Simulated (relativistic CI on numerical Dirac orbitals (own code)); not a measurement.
Spin-allowed bands of a d3 ion in an octahedral site, by hand

Problem. A d3 ion in an octahedral site has a 4A2 ground term and spin-allowed bands at ν1 = 22900 and ν2 = 28224 cm⁻¹ (from a computed ligand-field model). Find Δ and the Racah parameter B, and predict the third band.

Working.
1. The F term splits into A2 (−1.2Δ), T2 (−0.2Δ) and T1 (+0.6Δ), so ν1 = E(T2) − E(A2) = Δ = 22900 cm⁻¹.
2. T1(F) mixes with T1(P), which lies at 15B, through an element 0.4Δ. The two roots, counted from A2, are ν2,3 = ½(15B + 3Δ) ∓ ½√[(15B − Δ)² + 12BΔ].
3. Solving the lower root for B gives B = (2ν1² + ν2² − 3ν1ν2)/(15ν2 − 27ν1) = -93574624/-194940 = 480 cm⁻¹.
4. The sum of the roots is 15B + 3Δ, so ν3 = 15B + 3ν1 − ν2 = 47676 cm⁻¹ (210 nm).

Check. The bands were computed by exact diagonalisation of the d3 shell with B = 480 and Δ = 22900 cm⁻¹, which gives ν3 = 47676 cm⁻¹. C does not enter the terms of highest spin.
